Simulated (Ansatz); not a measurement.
The pair A = H4SeSi (SMILES [SiH3][SeH]) (first 6 atoms), B = HF (SMILES F); geometry from B3LYP-D3(BJ)/def2-TZVP.
(charge 0, multiplicity 1):
```xyz
8

Si     0.6140    -1.3546     0.8601
Se    -0.4734     0.6838     0.9874
H      0.0502    -2.1599    -0.2427
H      2.0175    -0.9959     0.5795
H      0.4886    -2.0777     2.1396
H     -1.7522     0.0804     1.3975
F      0.8532     0.7205     3.9884
H      0.4022     0.8300     3.1711
```

Correlated levels freeze the cores. Filled d and f shells under p-block atoms count as core. MP2 and its Hartree–Fock in def2-QZVPPD are density fitted.

Run with Ansatz (Gaussian orbitals). 

The counterpoise-corrected interaction energy is E(AB) − E(A in the pair's basis) − E(B in the pair's basis). Total energies (hartree):

```
level                           AB  A in the pair's basis  B in the pair's basis
-------------------  -------------  ---------------------  ---------------------
HF/def2-TZVPPD       -2791.2064521          -2691.1375527           -100.0647708
MP2/def2-TZVPPD      -2791.7758321          -2691.4290074           -100.3392934
HF/def2-QZVPPD       -2791.2663285          -2691.1934748           -100.0687648
MP2/def2-QZVPPD      -2791.8825386          -2691.5073239           -100.3672577
CCSD(T)/def2-TZVPPD  -2791.8368197          -2691.4814663           -100.3480697
```

Problem. Work out the counterpoise-corrected interaction energy at the basis-set limit: extrapolate the MP2 correlation part as X⁻³, take Hartree–Fock from the larger set, and add the CCSD(T) − MP2 difference of def2-TZVPPD.

Solution. 
1. Differences (1 hartree = 627.509 kcal/mol): HF/def2-TZVPPD -2.591; MP2/def2-TZVPPD -4.726; HF/def2-QZVPPD -2.566; MP2/def2-QZVPPD -4.993; CCSD(T)/def2-TZVPPD -4.571.
2. Correlation parts, MP2 less HF: -2.135 in def2-TZVPPD (X = 3), -2.427 in def2-QZVPPD (X = 4).
3. Limit (4³·(-2.427) − 3³·(-2.135))/(4³ − 3³) = -2.640; with HF/def2-QZVPPD it gives -5.206.
4. CCSD(T) less MP2 in def2-TZVPPD: 0.155.
Result: -5.05 kcal/mol, against -4.73 at MP2/def2-TZVPPD. It is an estimate of this method's limit, not of the exact value.

Ansatz is a first-principles code.
